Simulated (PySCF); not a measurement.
## Removing an electron from trimethylaluminum

Trimethylaluminum, C3H9Al.
Z-matrix (Å and degrees, PBE0-D3(BJ)/def2-SVP geometry), rows numbered from 1:
```
C 
Al  1  1.9640
C   2  1.9640  1  118.44
C   2  1.9628  1  120.35  3   179.41
H   1  1.1047  2  110.68  3    60.12
H   1  1.1041  2  111.26  3   -57.21
H   1  1.1015  2  113.64  3  -178.90
H   3  1.1048  2  110.78  1   -64.55
H   3  1.1015  2  113.41  1   174.64
H   3  1.1041  2  111.37  1    52.95
H   4  1.1013  2  113.17  1   161.01
H   4  1.1030  2  112.28  1    38.18
H   4  1.1057  2  109.98  1   -79.62
```

Level: CAM-B3LYP/def2-SVPD (PySCF). Frontier orbitals with their largest atomic shares (Löwdin; up to four atoms above 4 %):

```tsv
orbital	ε (eV)	main atoms
HOMO−3	-11.93	C3 19 %, C4 19 %, C1 17 %, Al2 14 %
HOMO−2	-11.90	C1 19 %, C4 18 %, C3 17 %, H9 9 %
HOMO−1	-8.97	?
HOMO	-8.96	?
LUMO	0.44	Al2 62 %, C4 5 %, C3 5 %, C1 5 %
LUMO+1	0.55	Al2 52 %, C4 11 %, C3 11 %, C1 10 %
LUMO+2	1.98	C1 24 %, C4 13 %, Al2 10 %, H5 9 %
```

Task: What vertical ionisation energy does ΔSCF give, and how far is −ε(HOMO) from it?

Result: ΔSCF: 9.80 eV (945 kJ/mol; threshold wavelength 127 nm); ⟨S²⟩ of the doublet left behind is 0.760, against 0.75 for a pure doublet. −ε(HOMO) is 8.96 eV, 0.84 eV below it. For the exact functional −ε(HOMO) would equal the first vertical ionisation energy; CAM-B3LYP (range-separated hybrid) falls short of its own ΔSCF value by 9 %.

Task: On which atoms does the HOMO lie?

Result: HOMO: C1 38 %, Al2 19 %, C3 13 %, C4 9 %; HOMO−1: C4 31 %, C3 27 %, Al2 19 %, H12 4 %. These 2 orbitals lie within 0.02 eV of one another. The HOMO−2 lies 2.94 eV lower.

Task: What kinetic energy would electrons from this vertical process carry with He II light (40.814 eV)?

Result: 40.81 − 9.80 = 31.01 eV.

Task: How many of the 10 lowest singlet excitations (vertical TDDFT, same level) lie below the ionisation energy?

Result: All 10; they run from 5.79 to 8.65 eV.

Isolated species at its PBE0-D3(BJ)/def2-SVP geometry, gas phase.
